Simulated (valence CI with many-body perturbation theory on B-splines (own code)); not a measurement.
## E1 transitions of Zr IX

Calculated by valence CI with perturbative core correlation (CI+MBPT): four valence electrons over a frozen Dirac-Fock core [Ar] 3d10, a basis of 11 s, 11 p, 9 d, 7 f, 5 g, 2 h, 1 i functions for each j, with the one-electron correlation potential Σ1, the two-electron term Σ2, the three-electron term Σ3, Breit, model QED; selected CI, second order for the rest, scaled by the run's own slope (own B-spline code, finite nucleus).

No measured levels were compared; by estimate levels hold to about 250 cm⁻¹ or 0.2 % of their energy and the worst to 1 %, as in measured heavy ions of charge 2 to 7; those with d or f electrons hold less well. Among the levels kept, up to 350 cm⁻¹ of a level comes from second order outside the variational space, and about a tenth of that is noise between levels of different J, which matters for small intervals.

Lines 151 to 200 of 227 in falling wavelength, among levels below 71.316 eV, chosen from the strongest by gf and those to the six lowest levels. Wavelengths and rates use the calculated energies, so an error of 500 cm⁻¹ moves a line at 29.69 nm by 0.15 % and its rate by three times that or more. Electric multipoles are in the length gauge, E1 and E2 with the static RPA response of the core. Weak lines are less certain than strong ones. Lines between different terms over intervals too small for the method are left out, as are lines whose strength nearly cancels. Where a level lies close to another of its J and parity, the split of strength between their lines is uncertain. The highest levels of a list are the least certain.

Names give the largest LS component (configuration and term), which can be under half, so a name can repeat, a term be missing and a line seem to break the LS rules; names also repeat where a configuration has a term twice. Letters in brackets count levels of one name in rising energy.

```tsv
λ vac (nm)	Upper	Lower	A (s⁻¹)	S (a.u.) with core polarisation	S without
29.69	4s 4p2 4d 3F_2 [c]	4s 4p3 3P°_1	2.08e+09	1.34e-01	1.46e-01
29.59	4s 4p2 4d 3F_2 [a]	4s 4p3 5S°_2	7.76e+07	4.96e-03	5.40e-03
29.58	4s 4p2 4d 3P_1 [b]	4s 4p3 3P°_0	1.73e+10	6.63e-01	7.21e-01
29.42	4s 4p2 4d 3D_2 [a]	4s 4p3 3D°_2	7.32e+09	4.60e-01	5.02e-01
29.39	4s 4p2 4d 3D_2 [a]	4s 4p3 3D°_1	1.53e+10	9.58e-01	1.04e+00
29.36	4s 4p2 4d 1G_4	4s 4p3 3D°_3	4.20e+09	4.72e-01	5.11e-01
29.32	4s2 4p 4d 1D°_2	4s2 4p2 3P_2	2.25e+09	1.40e-01	1.54e-01
29.32	4s 4p2 4d 3D_3	4s 4p3 3D°_2	3.63e+09	3.16e-01	3.45e-01
29.31	4s 4p2 4d 3D_1 [a]	4s 4p3 3D°_2	1.49e+10	5.57e-01	6.08e-01
29.28	4s 4p2 4d 3D_1 [a]	4s 4p3 3D°_1	1.48e+10	5.50e-01	6.00e-01
29.26	4s 4p2 4d 1F_3	4s 4p3 3D°_3	1.50e+10	1.30e+00	1.42e+00
29.14	4s 4p2 4d 3F_3 [a]	4s 4p3 5S°_2	9.72e+08	8.31e-02	9.02e-02
29.12	4s2 4p 4d 3D°_1	4s2 4p2 3P_1	3.89e+09	1.42e-01	1.54e-01
28.90	4s 4p2 4d 1F_3	4s 4p3 3D°_2	1.37e+10	1.15e+00	1.24e+00
28.72	4s 4p2 4d 3F_2 [b]	4s 4p3 3D°_3	5.69e+09	3.33e-01	3.62e-01
28.72	4s2 4p 4d 3P°_1	4s2 4p2 3P_2	1.50e+10	5.26e-01	5.73e-01
28.68	4s2 4p 4d 1D°_2	4s2 4p2 3P_1	3.13e+10	1.82e+00	1.98e+00
28.57	4s2 4p 4d 3D°_3	4s2 4p2 3P_2	7.17e+10	5.78e+00	6.28e+00
28.52	4s2 4p 4d 3D°_2	4s2 4p2 3P_2	3.28e+10	1.88e+00	2.04e+00
28.37	4s 4p2 4d 3F_2 [b]	4s 4p3 3D°_2	3.28e+10	1.85e+00	2.01e+00
28.35	4s 4p2 4d 5P_3	4s 4p3 5S°_2	7.03e+10	5.54e+00	6.02e+00
28.34	4s 4p2 4d 3F_2 [b]	4s 4p3 3D°_1	1.08e+10	6.08e-01	6.59e-01
28.33	4s2 4p 4d 3P°_0	4s2 4p2 3P_1	5.14e+10	5.77e-01	6.29e-01
28.30	4s 4p2 4d 3F_3 [b]	4s 4p3 3D°_3	2.55e+10	2.00e+00	2.17e+00
28.18	4s2 4p 4d 3D°_1	4s2 4p2 3P_0	6.12e+10	2.03e+00	2.21e+00
28.11	4s 4p2 4d 5P_2	4s 4p3 5S°_2	5.23e+10	2.87e+00	3.11e+00
28.10	4s2 4p 4d 3P°_1	4s2 4p2 3P_1	4.34e+10	1.43e+00	1.55e+00
28.07	4s2 4p 4d 1F°_3	4s2 4p2 1D_2	8.06e+10	6.16e+00	6.67e+00
28.02	4s 4p2 4d 3D_1 [b]	4s 4p3 3D°_2	8.05e+09	2.62e-01	2.86e-01
28.01	4s 4p2 4d 3P_2	4s 4p3 5S°_2	2.26e+10	1.23e+00	1.33e+00
27.99	4s 4p2 4d 3D_1 [b]	4s 4p3 3D°_1	2.40e+10	7.79e-01	8.48e-01
27.96	4s 4p2 4d 3F_3 [b]	4s 4p3 3D°_2	2.55e+10	1.93e+00	2.09e+00
27.95	4s 4p2 4d 5P_1	4s 4p3 5S°_2	7.52e+10	2.43e+00	2.64e+00
27.91	4s2 4p 4d 3D°_2	4s2 4p2 3P_1	2.10e+10	1.13e+00	1.22e+00
27.82	4s 4p2 4d 3D_2 [b]	4s 4p3 3D°_2	3.26e+09	1.73e-01	1.89e-01
27.80	4s 4p2 4d 3F_3 [c]	4s 4p3 3D°_3	1.07e+09	7.94e-02	8.66e-02
27.79	4s 4p2 4d 3D_2 [b]	4s 4p3 3D°_1	1.63e+10	8.61e-01	9.31e-01
27.69	4s 4p2 4d 3F_4 [b]	4s 4p3 3D°_3	8.92e+10	8.41e+00	9.09e+00
27.58	4s2 4p 4d 1P°_1	4s2 4p2 1D_2	4.34e+06	1.35e-04	1.63e-04
27.51	4s 4p2 4d 3P_0 [b]	4s 4p3 3D°_1	1.12e+10	1.15e-01	1.25e-01
27.46	4s 4p2 4d 3F_3 [c]	4s 4p3 3D°_2	4.12e+10	2.95e+00	3.18e+00
27.37	4s 4p2 4d 3P_1 [b]	4s 4p3 3D°_2	2.92e+09	8.86e-02	9.64e-02
27.36	4s 4p2 4d 3F_2 [c]	4s 4p3 3D°_2	7.88e+09	3.98e-01	4.30e-01
27.33	4s 4p2 4d 3F_2 [c]	4s 4p3 3D°_1	4.12e+10	2.07e+00	2.23e+00
27.32	4s 4p2 4d 3P_1 [a]	4s 4p3 5S°_2	1.85e+09	5.58e-02	6.09e-02
27.24	4s2 4p 4d 3P°_1	4s2 4p2 3P_0	2.64e+09	7.91e-02	8.58e-02
27.00	4s 4p2 4d 3G_3	4s 4p3 5S°_2	2.49e+06	1.70e-04	1.84e-04
26.52	4s2 4p 4d 1F°_3	4s2 4p2 3P_2	1.08e+10	6.98e-01	7.55e-01
26.08	4s2 4p 4d 1P°_1	4s2 4p2 3P_2	5.03e+03	1.32e-07	1.29e-07
26.00	4s 4p2 4d 3D_2 [a]	4s 4p3 5S°_2	6.58e+08	2.86e-02	3.11e-02
```
